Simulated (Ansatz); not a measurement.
Program: Ansatz. Geometries: PBE0-D4/def2-TZVP. ΔE: electronic, gas phase. CBS: MP2 limit from def2 TZ/QZ plus the TZ coupled-cluster correction, frozen cores. DFT in def2-TZVPP. One conformer a species, not always the lowest.

Reaction (isomerisation): `[CH3][AlH][CH2]N[SiH3]` → `C[SiH2][N](C)[AlH2]`

`[CH3][AlH][CH2]N[SiH3]`:

```xyz
15

C    -0.999   -2.027    0.664
Al   -0.481   -0.836   -0.800
C    -0.839    1.123   -0.570
N     0.178    1.625    0.364
Si    1.730    0.961    0.202
H    -0.963   -1.523    1.634
H    -0.370   -2.919    0.718
H    -2.029   -2.376    0.519
H    -0.109   -1.416   -2.238
H    -0.856    1.684   -1.514
H    -1.833    1.232   -0.118
H     0.026    2.547    0.743
H     2.588    1.407   -0.933
H     2.527    1.016    1.453
H     1.428   -0.497   -0.126
```

`C[SiH2][N](C)[AlH2]`:

```xyz
15

C     0.000   -2.227   -0.006
Si   -0.443   -0.647    0.887
N    -0.057    0.776   -0.024
C     1.361    0.980   -0.313
Al   -1.269    1.968   -0.561
H    -0.263   -3.094    0.606
H     1.072   -2.282   -0.213
H    -0.536   -2.306   -0.955
H    -1.905   -0.605    1.163
H     0.299   -0.625    2.184
H     1.765    0.193   -0.960
H     1.962    0.992    0.605
H     1.525    1.934   -0.822
H    -0.715    3.231   -1.342
H    -2.798    1.713   -0.249
```

```tsv
level	ΔE (kJ/mol)
PBE0-D4	-103.1
HF/def2-QZVPP	-126.7
```

(1) What does CCSD(T)/CBS give? (Estimate.)

Largest T1 diagnostic among the species: 0.011.

## Answers

(1) Computed: -112.4 kJ/mol. The listed levels differ from it by 9.3, -14.3 kJ/mol.

In def2-TZVPP, CCSD(T) changes the Hartree–Fock value by +11.1 kJ/mol (the triples alone add +0.9 kJ/mol) and MP2 by +8.4 kJ/mol.

CCSD(T)/CBS has its own doubt, a few kJ/mol and more with outer-core shells, so smaller differences from it don't rank the levels.
